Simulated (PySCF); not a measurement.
Si(F)(Me)3 (C3H9FSi), SMILES C[Si](C)(F)C.

Geometry: PBE0-D3(BJ)/def2-SVP.

The numbers are results of TDDFT-PBE/def2-SVPD (PySCF 2.14.0), not measurements.

Vertical excitations; the highest root listed may be one member of a degenerate set. The molecule is in vacuum. State labels are in the subgroup Cs.

```csv
state,symmetry,energy (eV),λ (nm),f,main pairs
S1,A",7.10,175,0.051,HOMO−1→LUMO (degenerate set)
S2,A',7.10,175,0.051,HOMO→LUMO (degenerate set)
S3,A",8.06,154,0.005,HOMO−1→LUMO+1 (degenerate set)
S4,A',8.06,154,0.005,HOMO→LUMO+1 (degenerate set)
S5,A",8.09,153,0.000,"HOMO−1→LUMO+2 50 %, HOMO→LUMO+3 50 %"
S6,A",8.12,153,0.043,"HOMO→LUMO+3, HOMO−1→LUMO+2 (degenerate set)"
S7,A',8.12,153,0.043,"HOMO→LUMO+2, HOMO−1→LUMO+3 (degenerate set)"
S8,A',8.22,151,0.008,"HOMO−1→LUMO+3 50 %, HOMO→LUMO+2 49 %"
S9,A',8.75,142,0.006,HOMO→LUMO+4 (degenerate set)
S10,A",8.75,142,0.006,HOMO−1→LUMO+4 (degenerate set)
T1,A",6.98,178,0,HOMO−1→LUMO (degenerate set)
T2,A',6.98,178,0,HOMO→LUMO (degenerate set)
T3,A",7.74,160,0,HOMO−1→LUMO+1 (degenerate set)
T4,A',7.74,160,0,HOMO→LUMO+1 (degenerate set)
```
Triplets are in the Tamm–Dancoff approximation, which puts them higher than full response would, so one can lie above its singlet here.
